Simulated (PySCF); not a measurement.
Sn(Br)(OMe) (CH3BrOSn), SMILES C[O][Sn][Br] (connectivity only; charge and spin as stated), neutral, multiplicity 1.

Geometry optimised at PBE0-D3(BJ)/def2-SVP. The structure was generated by enumeration; whether it is a known compound was not checked. The def2 effective core potentials stand for the cores of Sn; spin–orbit coupling is left out. The values are those of a single conformer.

The numbers are results of PySCF 2.14.0 with PBE0-D3(BJ)/def2-SVP, not measurements.

Frequencies are harmonic and unscaled.

Computed vibrational spectrum:
| mode | ν (cm⁻¹) | IR (km/mol) | moving atoms (share of kinetic energy) |
|---|---|---|---|
| 1 | 89 | 0.0 | H 99 % |
| 2 | 109 | 2.5 | C 39 %, Br 27 %, H 15 %, Sn 10 %, O 9 % |
| 3 | 141 | 14.4 | O 63 %, H 19 %, C 14 % |
| 4 | 229 | 16.5 | Br 53 %, Sn 28 %, O 9 % |
| 5 | 261 | 31.4 | O 35 %, C 22 %, Sn 21 %, H 15 % |
| 6 | 523 | 68.6 | O 60 %, C 17 %, Sn 15 % |
| 7 | 1155 | 196.9 | O 45 %, C 41 %, H 14 % |
| 8 | 1169 | 2.1 | H 77 %, C 19 % |
| 9 | 1186 | 15.6 | H 64 %, C 22 %, O 14 % |
| 10 | 1461 | 21.5 | H 88 %, C 10 % |
| 11 | 1469 | 7.1 | H 97 % |
| 12 | 1471 | 1.5 | H 96 % |
| 13 | 3005 | 90.4 | H 98 % |
| 14 | 3094 | 34.9 | H 90 %, C 10 % |
| 15 | 3097 | 20.8 | H 90 %, C 10 % |
